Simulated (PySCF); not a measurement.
Compound: C7H6FP.
Geometry (GFN2-xTB, Å), atoms numbered from 1 in this order:
```xyz
15
C7H6FP angstrom
C      3.0145   -0.0752   -0.3820
P      1.9881    1.0665   -1.0262
C      0.3819    0.4410   -0.3933
C     -0.0310   -0.8808   -0.5238
C     -1.2673   -1.2835   -0.0521
C     -2.1176   -0.3709    0.5515
C     -1.7352    0.9534    0.6841
C     -0.4989    1.3346    0.2029
F     -0.1058    2.6214    0.3300
H      2.6979   -0.8881    0.2508
H      4.0722   -0.0010   -0.5710
H      0.6261   -1.5926   -1.0028
H     -1.5712   -2.3139   -0.1594
H     -3.0815   -0.6875    0.9192
H     -2.3766    1.6845    1.1503
```

Computed with TDDFT CAM-B3LYP/def2-SVPD, vertical, gas phase, core orbitals frozen in the response (PySCF 2.14.0, density-fitted response routines).

Ground-to-excited transition dipoles (e·a0, same axes as the geometry; the sign carries no meaning), for the states with f of 0.002 or more among the lowest 7:

```
state  E (hartree)      μx      μy      μz
   S1       0.1680  -0.687  -0.068  -0.097
   S2       0.1879   0.791  -0.345  -0.184
   S3       0.1921  -0.698   0.234  -0.085
   S4       0.2145   0.569   0.182   0.066
   S5       0.2232  -0.159  -0.523   0.457
   S6       0.2261  -0.061   0.302  -0.049
   S7       0.2376   0.372  -0.110   0.006
```

(1) Work out the oscillator strengths.

(2) What angle do the transition dipoles of S1 and S4 make?

(3) How is the summed strength of these states shared among x, y and z?

Results:

(1) f = (2/3) ΔE |μ|² with ΔE in hartree (27.2114 eV).

```
state  |μ|² (au)  |μ| (D)      f
   S1      0.486     1.77  0.054
   S2      0.780     2.24  0.098
   S3      0.549     1.88  0.070
   S4      0.361     1.53  0.052
   S5      0.508     1.81  0.076
   S6      0.097     0.79  0.015
   S7      0.151     0.99  0.024
```

(2) |cos θ| = |μa·μb| / (|μa| |μb|) = 0.98, so θ ≈ 12° (taken between 0 and 90°, since the signs are arbitrary).

(3) (2/3) Σ ΔE μα² gives 0.266 for x, 0.084 for y and 0.038 for z, 0.388 in all.

One conformer stands for the species.
